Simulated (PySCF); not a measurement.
Compound: C5H8FO2 (doublet state).
Atom-mapped SMILES: `[CH2:1][CH2:2][O:3][C@@H:4]1[O:5][CH2:6][C@H:7]1[F:8]` (hydrogens: H9, H10 on C1; H11, H12 on C2; H13 on C4; H14, H15 on C6; H16 on C7)

Geometry (GFN2-xTB, Å), atoms numbered from 1 in this order:
```
atom  x, y, z in Å
C1     2.5904    0.3593    0.7441
C2     1.8262   -0.3919   -0.2621
O3     0.5660    0.2008   -0.5782
C4    -0.3546    0.1180    0.4391
O5    -0.9556   -1.1770    0.5881
C6    -2.2725   -0.6626    0.3804
C7    -1.7117    0.7261    0.0719
F8    -2.1480    1.7348    0.8804
H9     2.4099    1.4074    0.8787
H10    3.3985   -0.1119    1.2655
H11    1.6736   -1.4362    0.0502
H12    2.3482   -0.4153   -1.2340
H13    0.0602    0.4615    1.4004
H14   -2.8665   -0.6989    1.2969
H15   -2.7904   -1.1694   -0.4350
H16   -1.7812    1.0641   -0.9629
```

The hyperfine couplings belong to this conformer and change with its torsions.

Computed with UKS B3LYP, pcH-1 on C F H O, non-relativistic, mean-field spin-orbit, GIAO (PySCF 2.14.0). Isolated species at its GFN2-xTB geometry (one conformer only). Couplings are sensitive to structure, and on GFN2-xTB geometries they can be far from those on DFT ones. The SCF solution wasn't tested for stability.

**Question.** Give the principal g shifts and their parts.

**Answer.** 
| Δg (ppm) | 1 | 2 | 3 |
| --- | --- | --- | --- |
| relativistic mass correction | -136 | -136 | -136 |
| gauge correction | 8 | 37 | 16 |
| orbital Zeeman/spin–orbit | 25 | 578 | 863 |
| total | -103 | 480 | 743 |

So g = 2.00222, 2.00280, 2.00306 and g_iso = 2.00269; the tensor is rhombic: the two nearest values differ by 31 % of g3 − g1. Axes: g2 points within 7° of the C1–C2 bond.

**Question.** At 34.045 GHz, how far is the centre of the isotropic spectrum from where a free electron (g = 2.002319) resonates?

**Answer.** B = hν/(g μB) with μB/h = 13.99624 MHz/mT gives 1214.81 mT for the free electron and 1214.58 mT at g_iso, 0.23 mT lower.

**Question.** What are the electron Larmor frequencies g μB B/h along the three axes at 340 mT?

**Answer.** 9.5280, 9.5308, 9.5320 GHz for g1, g2 and g3, a range of 4.0 MHz.

**Question.** In a frozen sample, at which fields do the three g values resonate at 9.5, 34, 94 and 263 GHz (hyperfine left aside), and which band first spreads them over more than twice a line width of 1.0 mT?

**Answer.** 
| band | GHz | B(g3) mT | B(g2) mT | B(g1) mT | spread mT |
| --- | --- | --- | --- | --- | --- |
| X | 9.5 | 338.86 | 338.90 | 339.00 | 0.14 |
| Q | 34.0 | 1212.75 | 1212.91 | 1213.27 | 0.51 |
| W | 94.0 | 3352.91 | 3353.35 | 3354.33 | 1.42 |
| J | 263.0 | 9381.01 | 9382.25 | 9384.98 | 3.96 |

The spread grows in proportion to the frequency. J band is the first where it exceeds 2.0 mT.

The largest Mulliken spin populations are on C1 (+1.07), C2 (-0.08) and H12 (+0.06). No atom but C1 exceeds +0.15. The angles at C1 add up to 359.7°, so it is planar; its axial dipolar tensor and the negative couplings of its protons fit spin in a p orbital normal to that plane.

The HOMO–LUMO gaps are 7.34 eV among the α and 5.44 eV among the β orbitals.

Hardware: AMD EPYC 7B13, one thread, shared host. Cost: 50 s wall (grids of density and orbitals included), 0.96 GiB resident at most.
